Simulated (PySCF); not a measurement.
Species: C₈H₁₁P.
Z-matrix (Å and degrees, PBE0-D3(BJ)/def2-SVP geometry), rows numbered from 1:
```
C 
C   1  1.5270
C   2  1.5062  1  112.47
C   3  1.4017  2  119.61  1   -87.02
C   4  1.3876  3  123.74  2   177.57
P   5  1.7368  4  125.68  3    -0.08
C   6  1.7477  5  100.76  4     0.04
C   7  1.5055  6  117.70  5   179.81
C   7  1.3954  6  123.29  5     0.02
H   1  1.1009  2  111.04  3    59.06
H   1  1.1009  2  110.97  3   -60.30
H   1  1.1008  2  111.24  3   179.39
H   2  1.1022  1  109.52  3  -121.79
H   2  1.1020  1  109.52  3   121.85
H   4  1.0961  3  117.67  2    -2.71
H   5  1.0956  4  117.88  3   179.75
H   8  1.0997  7  111.81  6     0.99
H   8  1.1021  7  111.00  6   121.42
H   8  1.1022  7  111.00  6  -119.38
H   9  1.0982  3  116.88  2     2.65
```

Computed with PySCF at PBE0/pcSseg-1, non-relativistic, on one gas-phase PBE0-D3(BJ)/def2-SVP geometry that isn't relaxed in the solvent. The solvent is an IEF-PCM continuum (cavity from Bondi-type radii × 1.2). Only the electrostatic response of the medium enters.

```tsv
run	E − E(gas) (kcal/mol)	HOMO (eV)	HOMO–LUMO gap (eV)	dipole (D)
gas	0.00	-6.73	5.46	2.12
P	-3.48	-6.83	5.45	3.12
Q	-2.42	-6.78	5.45	2.80
```

**Question.** The runs were made in acetonitrile and chloroform. Which run belongs to which solvent?

**Answer.** P = acetonitrile, Q = chloroform. The dielectric constants are 4.711 (chloroform), 35.69 (acetonitrile), and the energy falls further as ε rises. In this model the ground state sees the solvent through ε alone.

**Question.** How constant is the ratio of the lowering to (ε − 1)/(2ε + 1)?

**Answer.** 
```json
{"solvent": "chloroform", "(ε − 1)/(2ε + 1)": "0.356", "E − E(gas) (kcal/mol)": "-2.42", "ratio (kcal/mol)": "-6.8", "polarisation term (kcal/mol)": "-2.76"}
{"solvent": "acetonitrile", "(ε − 1)/(2ε + 1)": "0.479", "E − E(gas) (kcal/mol)": "-3.48", "ratio (kcal/mol)": "-7.3", "polarisation term (kcal/mol)": "-4.19"}
```

The ratio changes by +6.6 % in size from chloroform to acetonitrile. The polarisation term is half the interaction of the solute with the induced surface charges.
